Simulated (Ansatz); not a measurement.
Compare A (`CC[SiH2][GaH2]`) with its isomer B (`C[SiH2][CH2][GaH2]`).

Calculated with Ansatz (gas phase, PBE0-D4/def2-TZVP geometries, no zero-point term in ΔE). CBS: MP2 limit from def2 TZ/QZ plus the TZ coupled-cluster correction, frozen cores. Functionals use def2-TZVPP. For Ga outer-core shells are correlated without core-valence functions, which leaves a few kJ/mol of doubt a bond. Scalar relativity is left out up to krypton. One conformer a species, not always the lowest.

A:

Z-matrix (Å, degrees):
```
C
C 1 1.525
H 1 1.093 2 111.7
H 1 1.094 2 111.4 3 120.1
H 1 1.094 2 111.4 3 -120.0
Si 2 1.886 1 113.0 3 -179.4
H 2 1.095 1 110.3 3 59.2
H 2 1.095 1 110.5 3 -57.9
Ga 6 2.414 2 113.5 1 -59.2
H 6 1.495 2 109.1 1 62.0
H 6 1.495 2 110.1 1 178.5
H 9 1.575 6 121.2 2 176.9
H 9 1.578 6 121.9 2 -3.5
```

B:

Z-matrix (Å, degrees):
```
C
Si 1 1.871
H 1 1.093 2 110.7
H 1 1.093 2 110.9 3 120.1
H 1 1.093 2 110.7 3 -119.9
C 2 1.869 1 112.9 3 59.8
H 2 1.493 1 109.3 3 -61.9
H 2 1.493 1 109.3 3 -178.4
Ga 6 1.965 2 112.6 1 179.1
H 6 1.095 2 108.3 1 58.0
H 6 1.095 2 108.3 1 -59.8
H 9 1.572 6 119.9 2 89.3
H 9 1.572 6 119.8 2 -89.9
```

Task: Which is lower in electronic energy at CCSD(T)/CBS, and by how much? (Best estimate.)

Result: Ansatz gave: B, by 10.7 kcal/mol.

Task: Give E(B) − E(A) in kcal/mol with PBE-D4, HF/def2-TZVPP, B2PLYP, CCSD(T)/def2-SVP, MP2/def2-TZVPP, CCSD/def2-TZVPP, ωB97M-V. (Estimate.)

Result: Computed: PBE-D4 -7.3, HF/def2-TZVPP -9.8, B2PLYP -10.1, CCSD(T)/def2-SVP -6.7, MP2/def2-TZVPP -12.3, CCSD/def2-TZVPP -10.1, ωB97M-V -10.4. None reverses the order clearly.

Task: Does the order hold for the free energy at 298.15 K (harmonic terms from PBE0-D4)? (An estimate is asked.)

Result: The calculation gave: Yes: G(B) − G(A) = -12.0 kcal/mol, for one conformer each. Modes under 60 cm⁻¹, often nearly free rotors, make the harmonic entropy too high.

Largest T1 diagnostic: 0.012.

From PBE to PBE0 (25 % exact exchange), in def2-TZVPP and without D4, E(B) − E(A) moves by −0.8 kcal/mol. Leaving LDA and LC-ωPBE aside and taking each functional with its dispersion term where it has one, the values, not all of them listed here, spread over 3.3 kcal/mol, from ωB97M-V to revPBE-D4.
